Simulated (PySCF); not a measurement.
CH2O3, SMILES O=C(O)O. Coordinates come from a B3LYP-D3(BJ)/def2-SVP optimisation. The values are those of a single conformer.

TDA-PBE/def2-SVPD (PySCF) puts the lowest singlet excitations at 6.45, 6.72, 7.31, 7.38, 8.09, 8.21 eV.

Task: What are the lowest excitation roots from ADC(2)/aug-cc-pVDZ run with PySCF 2.14.0? (Estimate from the structure and the level; the computed values follow.)

Result: 6.94, 7.00, 7.85, 7.88, 8.43, 8.78 eV. S1 differs by 0.49 eV (second minus first; roots are paired by order, and the bases may differ).
